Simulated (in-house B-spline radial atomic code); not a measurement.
Inner levels of thulium as electrons are removed. A shift is the extra binding of the orbital against the neutral atom ([Xe] 4f13 6s2). The density at the nucleus is averaged over the nuclear charge. Computed with an all-electron radial atomic-structure program (B-spline basis): Dirac-Hartree-Fock, average of the configuration, finite nuclei.

```json
{"ion": "Tm60+", "configuration": "[He] 2s2 2p5", "shift of 1s1/2 (eV)": "5378.92", "radius of 1s1/2 (bohr)": "0.019976", "Σ<r²> (bohr²)": "0.049665", "change of density at nucleus (bohr⁻³)": "-24775"}
{"ion": "Tm61+", "configuration": "[He] 2s2 2p4", "shift of 1s1/2 (eV)": "5816.25", "radius of 1s1/2 (bohr)": "0.019963", "Σ<r²> (bohr²)": "0.042654", "change of density at nucleus (bohr⁻³)": "-23990.4"}
{"ion": "Tm62+", "configuration": "[He] 2s2 2p3", "shift of 1s1/2 (eV)": "6258.39", "radius of 1s1/2 (bohr)": "0.019949", "Σ<r²> (bohr²)": "0.035832", "change of density at nucleus (bohr⁻³)": "-23209.1"}
{"ion": "Tm63+", "configuration": "[He] 2s2 2p2", "shift of 1s1/2 (eV)": "?", "radius of 1s1/2 (bohr)": "?", "Σ<r²> (bohr²)": "?", "change of density at nucleus (bohr⁻³)": "?"}
{"ion": "Tm64+", "configuration": "[He] 2s2 2p1", "shift of 1s1/2 (eV)": "?", "radius of 1s1/2 (bohr)": "?", "Σ<r²> (bohr²)": "?", "change of density at nucleus (bohr⁻³)": "?"}
{"ion": "Tm65+", "configuration": "[He] 2s2", "shift of 1s1/2 (eV)": "7613.68", "radius of 1s1/2 (bohr)": "0.019907", "Σ<r²> (bohr²)": "0.016441", "change of density at nucleus (bohr⁻³)": "-20890.7"}
{"ion": "Tm66+", "configuration": "[He] 2s1", "shift of 1s1/2 (eV)": "8024.6", "radius of 1s1/2 (bohr)": "0.019906", "Σ<r²> (bohr²)": "0.0086918", "change of density at nucleus (bohr⁻³)": "-75759.2"}
{"ion": "Tm67+", "configuration": "1s2", "shift of 1s1/2 (eV)": "8438.77", "radius of 1s1/2 (bohr)": "0.019897", "Σ<r²> (bohr²)": "0.0010825", "change of density at nucleus (bohr⁻³)": "-131734"}
{"ion": "Tm68+", "configuration": "1s1", "shift of 1s1/2 (eV)": "9737.29", "radius of 1s1/2 (bohr)": "0.019773", "Σ<r²> (bohr²)": "0.00053428", "change of density at nucleus (bohr⁻³)": "-501882"}
```

Task: Fill in the row of Tm63+.

Result: shift of 1s1/2 (eV): 6705.34; radius of 1s1/2 (bohr): 0.019936; Σ<r²> (bohr²): 0.029193; change of density at nucleus (bohr⁻³): -22431.7.

Task: Fill in the row of Tm64+.

Result: shift of 1s1/2 (eV): 7157.1; radius of 1s1/2 (bohr): 0.019922; Σ<r²> (bohr²): 0.022731; change of density at nucleus (bohr⁻³): -21658.7.
